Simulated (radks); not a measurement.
Removal energies from the tellurium ion Te5+, [Kr] 4d10 5s1, by Delta-SCF beside the eigenvalue of the level emptied. Method: Dirac Kohn-Sham, PBE, spin-unpolarised, spherical densities, finite nucleus; Fermi nuclear charge, rms radius of each element as measured or else 0.836 A^(1/3) + 0.57 fm; computed with a radial shooting solver on a logarithmic mesh with Libxc functionals. Sub-shells are occupied by j as written (lower j first in brackets).

| removed from | final configuration | Delta-SCF (eV) | -eigenvalue (eV) |
|---|---|---|---|
| 5s1/2 | [Kr] 4d10 | 71.135 | 65.035 |
| 4d5/2 | [Kr] 4d(3/2: 4, 5/2: 5) 5s1 | 108.70 | 98.204 |
| 4d3/2 | [Kr] 4d(3/2: 3, 5/2: 6) 5s1 | 110.29 | 99.715 |
| 4p3/2 | [Ar] 3d10 4s2 4p(1/2: 2, 3/2: 3) 4d10 5s1 | 180.59 | 169.04 |
